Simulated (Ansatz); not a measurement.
Molecule: sum formula H5SiNO3 (charge 0, singlet). 
Geometry from a B3LYP-D3(BJ)/def2-TZVP (Ansatz, a first-principles code) optimisation:
SMILES: N[Si](O)(O)O
```xyz
10

N     -0.1832    -0.0680    -1.6785
Si    -0.0106    -0.0090     0.0175
O     -1.1223    -0.9063     0.8086
O     -0.2249     1.5439     0.5139
O      1.4594    -0.6274     0.4180
H     -0.9703     0.3911    -2.1107
H      0.0460    -0.9191    -2.1686
H     -1.0865    -0.9209     1.7683
H      0.3112     2.2244     0.1009
H      2.2339    -0.2542    -0.0086
```

Quantity: vertical triplet-singlet gap (E(triplet) - E(singlet); each state is the SCF solution reached for its spin), in eV. Valence correlation only, unless marked. Open shells are spin-unrestricted. Spin-orbit coupling is left out. No relativistic terms. CBS(X,Y): correlation extrapolated as X^-3; Hartree-Fock from the larger set. [CCSD(T)-MP2]/basis is that difference in the basis named.

```csv
level,program,vertical triplet-singlet gap (eV)
HF/aug-cc-pV(D+d)Z,Ansatz,5.47
HF/aug-cc-pV(T+d)Z,Ansatz,5.45
```

Question: What does RI-MP2/CBS(aug-cc-pV(T+d)Z,aug-cc-pV(Q+d)Z)+[CCSD(T)-MP2]/aug-cc-pV(T+d)Z (Ansatz) give?

Answer: 6.51 eV, so HF/aug-cc-pV(T+d)Z differs from it by -1.06 eV.
